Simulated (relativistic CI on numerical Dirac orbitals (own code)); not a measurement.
**Calculated levels, Re⁵⁴⁺**

These numbers are calculated, not measured: Dirac-Coulomb-Breit CI, orbitals from a KLI potential per configuration, model QED, unscaled Slater integrals (own radial code, finite nucleus).

CI space (outside the closed core [Ne]): 3s2 3p6 3d3, 3s2 3p5 3d4, 3s 3p6 3d4, 3s2 3p6 3d2 4s, 3s2 3p6 3d2 4p, 3s2 3p6 3d2 4d, 3s2 3p5 3d3 4s, 3s2 3p6 3d2 4f, 3s2 3p5 3d3 4p, 3s 3p6 3d3 4s, 3p6 3d4 4p, 3p6 3d5, 3p5 3d6, 3p5 3d5 4s, 3p6 3d4 4s, 3p5 3d4 4s2, 3s2 3p6 3d 4s2, 3s2 3p6 4s2 4p, 3s2 3p6 4s2 4d. Double excitations out of closed p, d and f shells are left out; levels of such configurations are missing from the list, as are those of other unlisted configurations, and high levels can miss mixing partners. These lack a partner that the ground configuration has and come out too high: 3s2 3p5 3d3 4p.

The lowest level is 3s2 3p6 3d3 4F_3/2, with 44 % of that term; Hund's rules for 3s2 3p6 3d3 give 4F with J = 3/2, in agreement.

```tsv
No.	Configuration	Term	J	E (eV)	%	Next component (%)	jj configuration (%)
1	3s2 3p6 3d3	4F	3/2	0.000	44	40 2D	3d3/2^3 (99)
2	3s2 3p6 3d3	4F	5/2	69.701	81	16 2D	3d3/2^2 3d5/2 (99)
3	3s2 3p6 3d3	4P	3/2	76.411	38	33 4F	3d3/2^2 3d5/2 (99)
4	3s2 3p6 3d3	2H	9/2	79.970	47	42 2G	3d3/2^2 3d5/2 (99)
5	3s2 3p6 3d3	2G	7/2	80.223	50	31 4F	3d3/2^2 3d5/2 (98)
6	3s2 3p6 3d3	4P	1/2	82.113	57	43 2P	3d3/2^2 3d5/2 (100)
7	3s2 3p6 3d3	2D	5/2	106.770	44	32 4P	3d3/2^2 3d5/2 (96)
8	3s2 3p6 3d3	4F	7/2	148.637	67	31 2G	3d3/2 3d5/2^2 (99)
9	3s2 3p6 3d3	4F	9/2	153.382	50	41 2H	3d3/2 3d5/2^2 (98)
10	3s2 3p6 3d3	4P	3/2	159.252	40	38 2D	3d3/2 3d5/2^2 (100)
11	3s2 3p6 3d3	2P	1/2	162.380	57	43 4P	3d3/2 3d5/2^2 (100)
12	3s2 3p6 3d3	2H	11/2	163.216	100		3d3/2 3d5/2^2 (100)
13	3s2 3p6 3d3	2D	5/2	163.834	41	38 4P	3d3/2 3d5/2^2 (96)
14	3s2 3p6 3d3	2F	5/2	173.145	44	39 2D	3d3/2 3d5/2^2 (98)
15	3s2 3p6 3d3	2F	7/2	173.503	79	19 2G	3d3/2 3d5/2^2 (99)
16	3s2 3p6 3d3	2D	3/2	195.300	79	16 2P	3d3/2 3d5/2^2 (96)
17	3s2 3p6 3d3	2G	9/2	232.417	49	38 4F	3d5/2^3 (99)
18	3s2 3p6 3d3	2D	3/2	247.583	43	41 2P	3d5/2^3 (97)
19	3s2 3p6 3d3	2D	5/2	258.526	59	22 2F	3d5/2^3 (97)
20	3s2 3p5 3d4	4P°	3/2	291.492	20	19 4D°	3p3/2^3 3d3/2^4 (96)
21	3s2 3p5 3d4	6D°	5/2	354.381	27	26 4D°	3p3/2^3 3d3/2^3 3d5/2 (96)
22	3s2 3p5 3d4	4P°	1/2	362.710	28	24 6D°	3p3/2^3 3d3/2^3 3d5/2 (97)
23	3s2 3p5 3d4	2D°	3/2	364.459	25	22 4F°	3p3/2^3 3d3/2^3 3d5/2 (97)
24	3s2 3p5 3d4	4D°	7/2	365.411	23	21 2F°	3p3/2^3 3d3/2^3 3d5/2 (93)
25	3s2 3p5 3d4	4F°	9/2	365.628	29	20 4G°	3p3/2^3 3d3/2^3 3d5/2 (95)
26	3s2 3p5 3d4	4G°	11/2	370.326	32	27 2H°	3p3/2^3 3d3/2^3 3d5/2 (97)
27	3s2 3p5 3d4	2G°	7/2	372.319	22	20 2F°	3p3/2^3 3d3/2^3 3d5/2 (95)
28	3s2 3p5 3d4	4F°	5/2	378.279	26	21 2D°	3p3/2^3 3d3/2^3 3d5/2 (95)
29	3s2 3p5 3d4	4D°	3/2	380.853	23	19 4P°	3p3/2^3 3d3/2^3 3d5/2 (91)
30	3s2 3p5 3d4	4D°	5/2	385.306	25	18 4F°	3p3/2^3 3d3/2^3 3d5/2 (94)
```

Energies count from the lowest computed level; ° marks odd parity. Filled j subshells are mostly left out of the jj labels.

The mean weight of the leading LS term, summed over parents, in these 30 levels is 45 %, and that of the leading jj configuration (from the same eigenvectors) 97 %, so jj coupling describes them better and the LS labels are nominal.

At this charge energies of transitions that change n are usually good to better than 1 %, and those within a shell (Δn = 0) to a few per cent.

LS names give the leading component of a level, which can be under half, so a name can repeat, a term be missing and a line seem to break the LS rules.
